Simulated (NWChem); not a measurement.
System: CH5F2NOSi; SMILES CO[Si](N)(F)F

Here is an NWChem input.

```
start job
memory heap 200 mb stack 900 mb global 1100 mb
geometry units angstroms noautoz
  C     -0.030927    -2.279691    -0.136435
  O      0.657862    -1.095356     0.174097
  Si     0.065323     0.415511     0.023185
  N     -1.448999     0.590191     0.763002
  F      1.228904     1.361365     0.601340
  F     -0.135000     0.851882    -1.513508
  H     -1.102940    -2.211191     0.117352
  H      0.057695    -2.518710    -1.209572
  H      0.412568    -3.106926     0.437472
  H     -2.108722     1.281944     0.428118
  H     -1.588572     0.372071     1.741939
end
basis spherical
  * library def2-svp
end
dft
  xc b3lyp
  iterations 150
  mulliken
end
task dft energy
```

Parts of the log:

```
             Northwest Computational Chemistry Package (NWChem) 7.3.0
             --------------------------------------------------------

 C1  symmetry detected

                             Geometry "geometry" -> ""
                             -------------------------

 Output coordinates in angstroms (scale by  1.889725989 to convert to a.u.)

  No.       Tag          Charge          X              Y              Z
 ---- ---------------- ---------- -------------- -------------- --------------
    1 C                    6.0000     0.05639718    -2.30237583    -0.10306187
    2 O                    8.0000     0.70643009    -1.07972351     0.13376789
    3 Si                  14.0000     0.02345315     0.39608801     0.02368219
    4 N                    7.0000    -1.42566425     0.50166911     0.89541884
    5 F                    9.0000     1.18231377     1.40891890     0.48632611
    6 F                    9.0000    -0.33653118     0.80070414    -1.49245480
    7 H                    1.0000    -0.99070235    -2.28634823     0.24570403
    8 H                    1.0000     0.06112296    -2.55089144    -1.17768954
    9 H                    1.0000     0.59275378    -3.09760326     0.43574211
   10 H                    1.0000    -2.14848489     1.15357659     0.61532796
   11 H                    1.0000    -1.46525092     0.28978625     1.88481924

 Effective nuclear repulsion energy (a.u.)     345.2593102493

                                 NWChem DFT Module
                                 -----------------

 Summary of "ao basis" -> "ao basis" (spherical)
 ------------------------------------------------------------------------------
       Tag                 Description            Shells   Functions and Types
 ---------------- ------------------------------  ------  ---------------------
 C                          def2-svp                 6       14   3s2p1d
 O                          def2-svp                 6       14   3s2p1d
 Si                         def2-svp                 8       18   4s3p1d
 N                          def2-svp                 6       14   3s2p1d
 F                          def2-svp                 6       14   3s2p1d
 H                          def2-svp                 3        5   2s1p

            General Information
            -------------------
          SCF calculation type: DFT
          Wavefunction type:  closed shell.
          No. of atoms     :    11
          No. of electrons :    58
           Alpha electrons :    29
            Beta electrons :    29
          Charge           :     0
          Spin multiplicity:     1
          Use of symmetry is: off; symmetry adaption is: off
          Maximum number of iterations: 150
          AO basis - number of functions:   113
                     number of shells:    53
          Convergence on energy requested:  1.00D-06
          Convergence on density requested:  1.00D-05
          Convergence on gradient requested:  5.00D-04

              XC Information
              --------------
                         B3LYP Method XC Potential
                     Hartree-Fock (Exact) Exchange  0.200
                        Slater Exchange Functional  0.800 local
                    Becke 1988 Exchange Functional  0.720 non-local
              Lee-Yang-Parr Correlation Functional  0.810
                  VWN I RPA Correlation Functional  0.190 local

             Grid Information
             ----------------
          Grid used for XC integration:  medium
          Radial quadrature: Mura-Knowles
          Angular quadrature: Lebedev.
          Tag              B.-S. Rad. Rad. Pts. Rad. Cut. Ang. Pts.
          ---              ---------- --------- --------- ---------
          C                   0.70       49          11.0       434
          O                   0.60       49          10.0       434
          Si                  1.10       88          10.0       590
          N                   0.65       49          11.0       434
          F                   0.50       49          11.0       434
          H                   0.35       45          12.0       434
          Grid pruning is: on
          Number of quadrature shells:   558
          Spatial weights used:  Erf1

      Superposition of Atomic Density Guess
      -------------------------------------

 Sum of atomic energies:        -656.38010810

      Non-variational initial energy
      ------------------------------

 Total energy =    -658.585037
 1-e energy   =   -1595.277137
 2-e energy   =     591.432789
 HOMO         =      -0.372256
 LUMO         =       0.049079

     ---------------------------------------------
      Total Density - Mulliken Population Analysis
     ---------------------------------------------

    Atom       Charge   Shell Charges
 -----------   ------   -------------------------------------------------------
    1 C    6     5.85   1.99  0.92  0.21  1.83  0.85  0.05
    2 O    8     8.77   1.99  1.09  0.67  3.05  1.96  0.01
    3 Si  14    12.24   2.00  1.99  0.69  0.03  5.93  0.79  0.37  0.42
    4 N    7     7.75   1.99  1.02  0.44  2.59  1.70  0.00
    5 F    9     9.56   1.99  1.14  0.78  3.51  2.13  0.00
    6 F    9     9.56   1.99  1.14  0.78  3.51  2.14  0.00
    7 H    1     0.93   0.69  0.22  0.02
    8 H    1     0.93   0.69  0.21  0.02
    9 H    1     0.93   0.69  0.21  0.02
   10 H    1     0.74   0.58  0.12  0.04
   11 H    1     0.74   0.58  0.12  0.04

   convergence    iter        energy       DeltaE   RMS-Dens  Diis-err
 ---------------- ----- ----------------- --------- --------- ---------
 d= 0,ls=0.0,diis     1   -659.9949656774 -1.01D+03  1.24D-02  1.03D+00
 d= 0,ls=0.0,diis     2   -659.9782312004  1.67D-02  5.89D-03  1.48D+00
 d= 0,ls=0.0,diis     3   -660.1028268170 -1.25D-01  8.82D-04  2.97D-02
 d= 0,ls=0.0,diis     4   -660.1047153095 -1.89D-03  4.04D-04  4.39D-03
 d= 0,ls=0.0,diis     5   -660.1051161047 -4.01D-04  1.12D-04  5.28D-04
  Resetting Diis
 d= 0,ls=0.0,diis     6   -660.1051709815 -5.49D-05  1.81D-05  8.20D-06
 d= 0,ls=0.0,diis     7   -660.1051716985 -7.17D-07  1.29D-05  1.51D-06
 d= 0,ls=0.0,diis     8   -660.1051715072  1.91D-07  7.93D-06  3.71D-06

         Total DFT energy =     -660.105171507165
      One electron energy =    -1599.784111330601
           Coulomb energy =      659.284266874270
    Exchange-Corr. energy =      -64.864637300147
 Nuclear repulsion energy =      345.259310249312

 Numeric. integr. density =       57.999994915939

                       DFT Final Molecular Orbital Analysis
                       ------------------------------------

 Vector   27  Occ=2.000000D+00  E=-3.259775D-01
              MO Center=  3.7D-01, -1.4D+00,  1.4D-01, r^2= 2.1D+00
   Bfn.  Coefficient  Atom+Function         Bfn.  Coefficient  Atom+Function
  ----- ------------  ---------------      ----- ------------  ---------------
    18      0.459612   2 O  px               21      0.331207   2 O  px
     4     -0.241412   1 C  px               99     -0.228576   9 H  s
    89      0.221375   7 H  s                90      0.135911   7 H  s
   100     -0.129941   9 H  s                37      0.127311   3 Si py
    17      0.122642   2 O  s                31     -0.123067   3 Si s

 Vector   28  Occ=2.000000D+00  E=-3.065878D-01
              MO Center=  4.2D-01, -1.4D+00, -6.2D-02, r^2= 1.8D+00
   Bfn.  Coefficient  Atom+Function         Bfn.  Coefficient  Atom+Function
  ----- ------------  ---------------      ----- ------------  ---------------
    20      0.515132   2 O  pz               23      0.388164   2 O  pz
    94      0.248901   8 H  s                 6     -0.213151   1 C  pz
    95      0.157082   8 H  s                89     -0.146796   7 H  s
    18     -0.142988   2 O  px               21     -0.108415   2 O  px
    99     -0.102500   9 H  s                90     -0.100426   7 H  s

 Vector   29  Occ=2.000000D+00  E=-2.874570D-01
              MO Center= -1.2D+00,  4.2D-01,  7.9D-01, r^2= 1.4D+00
   Bfn.  Coefficient  Atom+Function         Bfn.  Coefficient  Atom+Function
  ----- ------------  ---------------      ----- ------------  ---------------
    51      0.462799   4 N  py               54     -0.379185   4 N  py
    50      0.243334   4 N  px               53     -0.208160   4 N  px
    52      0.182893   4 N  pz               55     -0.147733   4 N  pz
    64      0.128435   5 F  px               18      0.113499   2 O  px
    90      0.095209   7 H  s                49      0.090494   4 N  s

 Vector   30  Occ=0.000000D+00  E= 2.878846D-02
              MO Center= -1.2D+00,  2.9D-01,  8.7D-01, r^2= 5.6D+00
   Bfn.  Coefficient  Atom+Function         Bfn.  Coefficient  Atom+Function
  ----- ------------  ---------------      ----- ------------  ---------------
    49      1.202272   4 N  s                32     -0.794716   3 Si s
   110     -0.739342  11 H  s               105     -0.691718  10 H  s
     3      0.582517   1 C  s                90     -0.408623   7 H  s
    17      0.318275   2 O  s                95     -0.260071   8 H  s
    48      0.238534   4 N  s               100     -0.227771   9 H  s

 Vector   31  Occ=0.000000D+00  E= 7.346374D-02
              MO Center= -2.0D-01, -2.1D+00, -2.3D-01, r^2= 6.7D+00
   Bfn.  Coefficient  Atom+Function         Bfn.  Coefficient  Atom+Function
  ----- ------------  ---------------      ----- ------------  ---------------
     3      2.253158   1 C  s                95     -1.223000   8 H  s
   100     -1.168235   9 H  s                90     -0.768856   7 H  s
   105      0.501539  10 H  s                49     -0.390317   4 N  s
     8     -0.325838   1 C  py               41      0.269836   3 Si pz
     2      0.256004   1 C  s                54     -0.191810   4 N  py

 Vector   32  Occ=0.000000D+00  E= 9.277983D-02
              MO Center= -7.7D-02, -3.5D-01,  7.2D-02, r^2= 6.1D+00
   Bfn.  Coefficient  Atom+Function         Bfn.  Coefficient  Atom+Function
  ----- ------------  ---------------      ----- ------------  ---------------
    32      1.082297   3 Si s                17     -0.742307   2 O  s
    90     -0.653869   7 H  s                 3      0.601315   1 C  s
   110     -0.598977  11 H  s                49      0.531136   4 N  s
   105     -0.430161  10 H  s                 8      0.368605   1 C  py
     9      0.333869   1 C  pz               63     -0.324267   5 F  s

     ---------------------------------------------
      Total Density - Mulliken Population Analysis
     ---------------------------------------------

    Atom       Charge   Shell Charges
 -----------   ------   -------------------------------------------------------
    1 C    6     5.80   1.98  0.90  0.10  2.07  0.69  0.06
    2 O    8     8.47   1.99  1.07  0.68  2.93  1.80  0.01
    3 Si  14    13.02   2.00  1.98  0.84 -0.05  5.93  1.14  0.53  0.65
    4 N    7     7.37   1.99  0.97  0.42  2.50  1.49  0.01
    5 F    9     9.33   1.99  1.13  0.79  3.36  2.05  0.01
    6 F    9     9.34   1.99  1.12  0.79  3.36  2.06  0.00
    7 H    1     0.99   0.75  0.22  0.02
    8 H    1     0.98   0.75  0.20  0.02
    9 H    1     0.98   0.75  0.20  0.02
   10 H    1     0.86   0.70  0.11  0.05
   11 H    1     0.87   0.71  0.12  0.05

     -------------------------------------------
      Total Density - Lowdin Population Analysis
     -------------------------------------------

    Atom       Charge   Shell Charges
 -----------   ------   -------------------------------------------------------
    1 C    6     5.92   1.96  0.57  0.30  1.83  1.12  0.13
    2 O    8     8.24   1.97  0.89  0.58  2.78  1.99  0.02
    3 Si  14    13.43   2.00  1.91  0.54  0.22  5.81  1.17  0.78  1.01
    4 N    7     7.21   1.97  0.70  0.43  2.29  1.81  0.02
    5 F    9     9.19   1.98  1.01  0.76  3.23  2.21  0.01
    6 F    9     9.20   1.98  1.01  0.76  3.23  2.21  0.01
    7 H    1     0.99   0.65  0.28  0.06
    8 H    1     0.98   0.65  0.27  0.06
    9 H    1     0.98   0.65  0.27  0.06
   10 H    1     0.92   0.59  0.21  0.13
   11 H    1     0.92   0.59  0.21  0.13

     Multipole analysis of the density
     ---------------------------------

     L   x y z        total         alpha         beta         nuclear
     -   - - -        -----         -----         ----         -------
     0   0 0 0     -0.000000    -29.000000    -29.000000     58.000000

     1   1 0 0     -1.019577     -0.509788     -0.509788     -0.000000
     1   0 1 0     -0.511010     -0.255505     -0.255505      0.000000
     1   0 0 1      0.601136      0.300568      0.300568      0.000000

     2   2 0 0    -29.893332    -86.272187    -86.272187    142.651042
     2   1 1 0     -2.090185      2.205650      2.205650     -6.501485
     2   1 0 1     -2.383108      3.544975      3.544975     -9.473057
     2   0 2 0    -28.020701   -177.333058   -177.333058    326.645414
     2   0 1 1      1.022084     -1.817808     -1.817808      4.657699
     2   0 0 2    -29.357696    -74.620829    -74.620829    119.883963
```

Level: B3LYP/def2-SVP. All runs use the structure optimised with PBE0/def2-SVP.
